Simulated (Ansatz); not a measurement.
Reaction (formal exchange of groups at the Si–N bond): `N[Si@H](F)N[Si@H](N)F` + CH₄ → `N[SiH2]F` + `CN[SiH](N)F`

Computed with Ansatz on PBE0-D4/def2-TZVP structures; ΔE is electronic, products minus reactants. CCSD(T)/CBS is the MP2 limit (def2-TZVPP, def2-QZVPP) plus CCSD(T) − MP2 in def2-TZVPP, frozen cores. This one scheme is used for every species. Functionals use def2-TZVPP. B3LYP here is the variant with VWN-RPA as its local correlation; programs differ in this. Each species was taken in one conformer, which may not be the lowest.

```tsv
level	ΔE (kcal/mol)	difference from CCSD(T)/CBS
PBE-D4	39.1	-1.8
r2SCAN-D4	41.9	1.0
PBE0-D4	40.0	-0.9
B3LYP-D4	40.8	-0.1
ωB97X-V	39.5	-1.4
ωB97M-V	40.9	0.0
B2PLYP	39.6	-1.3
PBE	37.3	-3.6
r2SCAN	41.4	0.5
PBE0	38.4	-2.5
B3LYP	38.0	-2.9
HF/def2-TZVPP	38.5	-2.4
MP2/def2-TZVPP	41.8	0.9
SCS-MP2/def2-TZVPP	40.1	-0.8
CCSD/def2-TZVPP	40.2	-0.7
CCSD(T)/def2-TZVPP	40.6	-0.3
HF/def2-QZVPP	38.4	-2.5
MP2/def2-QZVPP	41.9	1.0
SCS-MP2/def2-QZVPP	40.2	-0.7
HF/CBS(def2)	38.4	-2.5
MP2/CBS(def2)	42.0	1.1
CCSD/CBS(def2)	40.5	-0.4
CCSD(T)/CBS	40.9	0
```

Largest T1 diagnostic among the species: 0.011.

In def2-TZVPP, CCSD(T) changes the Hartree–Fock value by +2.2 kcal/mol (the triples alone add +0.4 kcal/mol) and MP2 by +3.3 kcal/mol. From PBE to PBE0 (25 % exact exchange), in def2-TZVPP and without D4, ΔE moves by +1.1 kcal/mol.
